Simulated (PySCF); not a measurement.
## Two-component Hartree-Fock for Tc¹²⁺ (technetium, charge +12)

Start: [Ar] 3d10 4s2 4p1; 4p1/2 filled at m_j = +1/2. Calculated with PySCF 2.14 in an uncontracted even-tempered set (18 s from 0.5 bohr⁻², ratio 2.8; 14 p from 0.65 bohr⁻², ratio 2.8; 9 d from 1.1 bohr⁻², ratio 2.8; 4 f from 3.8 bohr⁻², ratio 3): generalised Hartree-Fock with the X2C-1e Hamiltonian and a Gaussian nucleus; spin-orbit coupling (SO) screened by Boettger's factors.

| spinor shell | electrons | ε, screened SO (eV) | weight of nominal j (screened SO) | rms radius, screened SO (bohr) |
| --- | --- | --- | --- | --- |
| 1s1/2 | 2 | -21411.5 | 1.000 | 0.0394 |
| 2s1/2 | 2 | -3343.8 | 1.000 | 0.162 |
| 2p1/2 | 2 | -3094.9 | 1.000 | 0.141 |
| 2p3/2 | 4 | -2974.4 | 1.000 | 0.145 |
| 3s1/2 | 2 | -810.68 | 1.000 | 0.440 |
| 3p1/2 | 2 | -713.23 | 1.000 | 0.437 |
| 3p3/2 | 4 | -691.20 | 1.000 | 0.447 |
| 3d3/2 | 4 | -521.28 | 1.000 | 0.426 |
| 3d5/2 | 6 | -517.00 | 1.000 | 0.429 |
| 4s1/2 | 2 | -289.77 | 0.999 | 1.01 |
| 4p1/2 | 1 | -262.09 | 0.999 | 1.06 |

| quantity | screened SO |
| --- | --- |
| E (hartree) | -4236.36623 |
| M_J | 1/2 |
| ⟨J²⟩ | 0.756 |
| ⟨L²⟩ | 2.019 |
| ⟨S²⟩ | 0.760 |

Each row is a mean over spinors that exchange with the open shell spreads, by up to 2.396 eV (3p1/2).

Breit and QED terms are absent; they matter most for the inner s and p1/2 levels.

Densities and radii are taken from the X2C orbitals without a picture-change correction, which distorts them close to the nucleus.
